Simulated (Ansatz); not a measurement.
This triplet is an excited state, 1.55 eV above the relaxed singlet at the level composite: frozen-core CCSD(T) with HF/cc-pVQZ and the correlation energy extrapolated as X^-3 from cc-pVTZ and cc-pVQZ, plus CCSDT(Q) minus CCSD(T) in cc-pVDZ // PBE0-D3(BJ)/def2-TZVP (Ansatz, a first-principles code).

Species: CH₃N, SMILES `[CH]N` (excited triplet) (charge 0, multiplicity 3).

Problem. Give a relaxed geometry from PBE0-D3(BJ)/def2-TZVP (Ansatz).

Solution. the end point of this relaxation (outside a Z-matrix the atoms follow the SMILES, hydrogens last).
Cartesian coordinates (Å) in one orientation:
```xyz
5

C      0.792    -0.191     0.311
N     -0.467     0.095    -0.125
H      1.699    -0.119    -0.289
H     -0.916     0.901     0.293
H     -1.109    -0.685    -0.191
```
